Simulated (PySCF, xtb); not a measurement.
C3H5NOSi, SMILES C([SiH2]C=O)C#N. One conformer was computed; it need not be the lowest.

Harmonic wavenumbers (cm⁻¹) from GFN2-xTB (xtb) at its own minimum, in rising order: 31, 81, 83, 154, 373, 381, 400, 462, 522, 609, 717, 746, 747, 757, 789, 1011, 1063, 1179, 1361, 1394, 1748, 2277, 2283, 2403, 2703, 2957, 2967.

**Question.** What does PBE-D3(BJ)/def2-SVP in PySCF give at its own minimum? (An estimate is asked for; the answer gives what the named calculation found.)

**Answer.** 18, 92, 97, 163, 366, 395, 401, 466, 531, 567, 706, 801, 802, 877, 892, 960, 1103, 1141, 1334, 1345, 1727, 2168, 2181, 2289, 2733, 2993, 3048. Paired by order, the mean absolute difference is 43 cm⁻¹ and the zero-point energies are 43.2 and 43.2 kcal/mol.
